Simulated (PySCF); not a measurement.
Electron correlation in P (phosphorus, neutral)

[Ne] 3s1 3p3 3d1, high-spin 6D determinant (an excited configuration). All numbers are calculated (PySCF 2.14, the non-relativistic Hamiltonian (point nucleus), in dyall-av3z (19s12p3d2f, 84 functions)). Frozen: [Ne]; 5 electrons correlated; the 26 highest virtual orbitals of each spin left out.

```
  level  correlation energy (mhartree)
   CCSD                         -39.00
    (T)                          -0.63
CCSD(T)                         -39.63
```

Diagnostics: T1 = 0.0030, D1 = 0.0054, largest double amplitude 0.030.

The outer electron is Rydberg-like, and this basis confines it to a smaller radius and binds it less than a complete one would.

Cost of the coupled-cluster step: of the order of 5 core-seconds, for 5 correlated electrons.
